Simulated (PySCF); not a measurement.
**How methods differ on the ionisation energy of Fe²⁰⁺**

Fe²⁰⁺ [He] 2s2 2p2 (3P) → Fe²¹⁺ [He] 2s2 2p1 (2P), as a difference of total energies. Computed with PySCF 2.14 in an uncontracted even-tempered set (20 s from 4.2 bohr⁻², ratio 2.2; 11 p from 5.5 bohr⁻², ratio 2.2; 6 d from 24 bohr⁻², ratio 2.4; 5 f from 35 bohr⁻², ratio 2.4; 4 g from 53 bohr⁻², ratio 2.4), with the spin-free X2C one-electron Hamiltonian (Gaussian nucleus). Correlated levels: nothing frozen; virtual orbitals above 40 to 60 times the deepest correlated orbital energy dropped. The calculations carry no spin-orbit coupling.

| method | ionisation energy (eV) |
| --- | --- |
| UHF | 1686.8 |
| LDA | 1685.7 |
| PBE | 1686.6 |
| PBE0 | 1686.9 |
| r2SCAN | 1688.5 |
| r2SCANh | 1688.4 |
| M06-L | 1688.2 |
| MP2 (all electrons) | 1686.7 |
| SCS-MP2 (all electrons) | 1686.3 |

A first-order spin-orbit estimate (lowest level to lowest level, LS coupling) adds -0.365 eV.

For comparison: 1687 ± 1 eV (semi-empirical (NIST evaluation); NIST Atomic Spectra Database, ionization energies).
